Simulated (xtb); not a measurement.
xtb input (GFN2-xTB):

```bash
xtb mol.xyz --gfn 2 --ohess tight --chrg 0 --uhf 0
```
mol.xyz:
```
16

C      3.22838686    -0.33426507    -0.07751620
O      1.90966594    -0.11615873    -0.52271894
Si     0.63264961    -0.15851066     0.52086632
C     -0.93726866     0.13578743    -0.50361787
C     -2.18486327     0.19207422     0.33030271
O     -3.27850140     0.44407490    -0.61794947
H      3.55839455     0.42777509     0.64008977
H      3.36225139    -1.30669789     0.33321002
H      3.88589727    -0.23291839    -0.97532263
H      0.53302153    -1.49684270     1.26345174
H      0.82268858     0.88863983     1.63216916
H     -0.81852059     1.14344925    -0.97013672
H     -1.00963678    -0.60725026    -1.23575250
H     -2.19296917     0.97436641     1.09162931
H     -2.31788749    -0.78051241     0.84482366
H     -4.11631340     0.42590194    -0.06175118
```

Output:

```
           -------------------------------------------------
          |                Calculation Setup                |
           -------------------------------------------------

           -------------------------------------------------
          |                 G F N 2 - x T B                 |
           -------------------------------------------------

        Reference                      10.1021/acs.jctc.8b01176
      * Hamiltonian:
        H0-scaling (s, p, d)           1.850000    2.230000    2.230000
        zeta-weighting                 0.500000
      * Dispersion:
        s8                             2.700000
        a1                             0.520000
        a2                             5.000000
        s9                             5.000000
      * Repulsion:
        kExp                           1.500000    1.000000
        rExp                           1.000000
      * Coulomb:
        alpha                          2.000000
        third order                    shell-resolved
        anisotropic                    true
        a3                             3.000000
        a5                             4.000000
        cn-shift                       1.200000
        cn-exp                         4.000000
        max-rad                        5.000000

          ...................................................
          :                      SETUP                      :
          :.................................................:
          :  # basis functions                  40          :
          :  # atomic orbitals                  39          :
          :  # shells                           23          :
          :  # electrons                        38          :
          :  max. iterations                   250          :
          :  Hamiltonian                  GFN2-xTB          :
          :  restarted?                      false          :
          :  GBSA solvation                  false          :
          :  PC potential                    false          :
          :  electronic temp.          300.0000000     K    :
          :  accuracy                    1.0000000          :
          :  -> integral cutoff          0.2500000E+02      :
          :  -> integral neglect         0.1000000E-07      :
          :  -> SCF convergence          0.1000000E-05 Eh   :
          :  -> wf. convergence          0.1000000E-03 e    :
          :  Broyden damping             0.4000000          :
          :  net charge                          0          :
          :  unpaired electrons                  0          :
          ...................................................

 iter      E             dE          RMSdq      gap      omega  full diag
   1    -21.4829726 -0.214830E+02  0.740E+00    7.28       0.0  T
   2    -21.5846510 -0.101678E+00  0.429E+00    5.94       1.0  T
   3    -21.5830084  0.164266E-02  0.301E+00    6.67       1.0  T
   4    -21.5909211 -0.791272E-02  0.106E+00    6.15       1.0  T
   5    -21.5912634 -0.342279E-03  0.725E-01    6.37       1.0  T
   6    -21.5928924 -0.162907E-02  0.193E-01    6.19       1.0  T
[...]
   1 H   14 Si          2     1.4709377     1.4709431     1.4709324
   6 C   14 Si          1     1.8861826     1.8861826     1.8861826
   8 O   14 Si          1     1.6196899     1.6196899     1.6196899

           -------------------------------------------------
          |               Frequency Printout                |
           -------------------------------------------------
 projected vibrational frequencies (cm⁻¹)
eigval :       -0.00    -0.00    -0.00    -0.00     0.00     0.00
eigval :       49.58    77.73    97.19    98.70   123.60   238.83
eigval :      254.31   300.30   376.47   494.81   610.84   742.56
eigval :      752.57   775.38   811.37   834.88   931.53  1030.92
eigval :     1075.21  1133.48  1136.05  1160.86  1178.11  1203.22
eigval :     1262.22  1282.75  1381.56  1416.97  1477.26  1480.80
eigval :     1489.40  1505.12  2169.79  2213.66  2857.38  2896.49
eigval :     2950.90  2964.47  2988.60  2993.22  3002.48  3561.89
 reduced masses (amu)
   1: 12.98   2: 12.61   3: 15.61   4: 15.70   5: 12.78   6: 16.71   7: 10.05   8:  6.89
   9:  6.56  10: 14.54  11: 11.01  12: 12.37  13: 12.27  14:  2.15  15: 15.59  16:  4.50
  17:  2.61  18:  3.72  19:  3.29  20: 16.44  21: 14.70  22:  3.31  23:  3.13  24:  9.49
  25: 10.87  26:  3.70  27:  7.54  28: 11.50  29:  3.94  30:  4.40  31:  4.81  32:  1.87
  33:  4.15  34:  2.39  35:  1.94  36:  1.54  37:  1.58  38:  1.82  39:  2.09  40:  1.57
  41:  1.97  42:  1.42  43:  1.94  44:  1.55  45:  1.99  46:  1.60  47:  1.52  48:  1.87
 IR intensities (km·mol⁻¹)
   1:  0.31   2:  0.96   3:  0.34   4:  0.04   5:  1.65   6:  1.26   7:  4.42   8:  0.01
   9:  0.55  10:  0.57  11:  3.67  12:  8.77  13:  6.23  14:147.89  15: 21.52  16: 69.12
  17: 39.19  18: 51.91  19:210.76  20: 81.15  21:117.18  22:214.66  23: 37.42  24:  8.49
  25:137.37  26:  1.31  27: 73.47  28:174.33  29:  1.81  30: 17.15  31: 97.18  32:  1.47
  33: 24.10  34:  0.17  35:  4.23  36:  5.26  37:  2.01  38:  5.37  39:440.93  40:152.74
  41: 95.22  42: 76.79  43: 39.61  44: 43.98  45: 39.53  46: 24.58  47: 22.04  48:  4.91
 Raman intensities (Ä⁴*amu⁻¹)
   1:  0.00   2:  0.00   3:  0.00   4:  0.00   5:  0.00   6:  0.00   7:  0.00   8:  0.00
   9:  0.00  10:  0.00  11:  0.00  12:  0.00  13:  0.00  14:  0.00  15:  0.00  16:  0.00
  17:  0.00  18:  0.00  19:  0.00  20:  0.00  21:  0.00  22:  0.00  23:  0.00  24:  0.00
  25:  0.00  26:  0.00  27:  0.00  28:  0.00  29:  0.00  30:  0.00  31:  0.00  32:  0.00
  33:  0.00  34:  0.00  35:  0.00  36:  0.00  37:  0.00  38:  0.00  39:  0.00  40:  0.00
  41:  0.00  42:  0.00  43:  0.00  44:  0.00  45:  0.00  46:  0.00  47:  0.00  48:  0.00
 output can be read by thermo (or use thermo option).
 writing <g98.out> molden fake output.
 recommended (thermochemical) frequency scaling factor: 1.0
           -------------------------------------------------
          |             Thermodynamic Functions             |
           -------------------------------------------------

cs  symmetry found (for desy threshold:  0.10E+00) used in thermo

          ...................................................
          :                      SETUP                      :
          :.................................................:
          :  # frequencies                          42      :
          :  # imaginary freq.                       0      :
          :  linear?                             false      :
          :  only rotor calc.                    false      :
          :  symmetry                               cs      :
          :  rotational number                       1      :
          :  scaling factor                  1.0000000      :
          :  rotor cutoff                   50.0000000 cm⁻¹ :
          :  imag. cutoff                  -20.0000000 cm⁻¹ :
          :.................................................:

    mode    ω/cm⁻¹     T·S(HO)/kcal·mol⁻¹    T·S(FR)/kcal·mol⁻¹   T·S(vib)
   ------------------------------------------------------------------------
       1     49.58    -1.44132 ( 49.15%)    -1.05879 ( 50.85%)    -1.24680
Note: The following floating-point exceptions are signalling: IEEE_UNDERFLOW_FLAG IEEE_DENORMAL
normal termination of xtb
       2     77.73    -1.17688 ( 85.38%)    -0.92565 ( 14.62%)    -1.14016
       3     97.19    -1.04645 ( 93.45%)    -0.85950 (  6.55%)    -1.03421
       4     98.70    -1.03748 ( 93.82%)    -0.85493 (  6.18%)    -1.02621
       5    123.60    -0.90737 ( 97.39%)    -0.78834 (  2.61%)    -0.90427
       6    238.83    -0.54012 ( 99.81%)    -0.59325 (  0.19%)    -0.54022
       7    254.31    -0.50701 ( 99.85%)    -0.57465 (  0.15%)    -0.50711
   ------------------------------------------------------------------------

   temp. (K)  partition function   enthalpy   heat capacity  entropy
                                   cal/mol     cal/K/mol   cal/K/mol   J/K/mol
 298.15  VIB  0.105E+04             4132.954     24.508     26.817
         ROT  0.253E+06              888.752      2.981     27.705
         INT  0.265E+09             5021.706     27.489     54.522
         TR   0.106E+28             1481.254      4.968     39.879
         TOT                        6502.9603    32.4569    94.4009   394.9732

       T/K    H(0)-H(T)+PV         H(T)/Eh          T*S/Eh         G(T)/Eh
   ------------------------------------------------------------------------
    298.15    0.103631E-01    0.136536E+00    0.448529E-01    0.916830E-01
   ------------------------------------------------------------------------

         :::::::::::::::::::::::::::::::::::::::::::::::::::::
         ::                  THERMODYNAMIC                  ::
         :::::::::::::::::::::::::::::::::::::::::::::::::::::
         :: total free energy         -21.322538478169 Eh   ::
         ::.................................................::
         :: total energy              -21.414221501068 Eh   ::
         :: zero point energy           0.126172794469 Eh   ::
         :: G(RRHO) w/o ZPVE           -0.034489771570 Eh   ::
         :: G(RRHO) contrib.            0.091683022899 Eh   ::
         :::::::::::::::::::::::::::::::::::::::::::::::::::::

optimized geometry written to: xtbopt.xyz

           -------------------------------------------------
          | TOTAL ENERGY              -21.414221501068 Eh   |
          | TOTAL ENTHALPY            -21.277685579700 Eh   |
          | TOTAL FREE ENERGY         -21.322538478169 Eh   |
          | GRADIENT NORM               0.000119974352 Eh/α |
          | HOMO-LUMO GAP               6.322529870668 eV   |
           -------------------------------------------------

------------------------------------------------------------------------
------------------------------------------------------------------------
 total:
 SCF:
 ANC optimizer:
 analytical hessian:
```
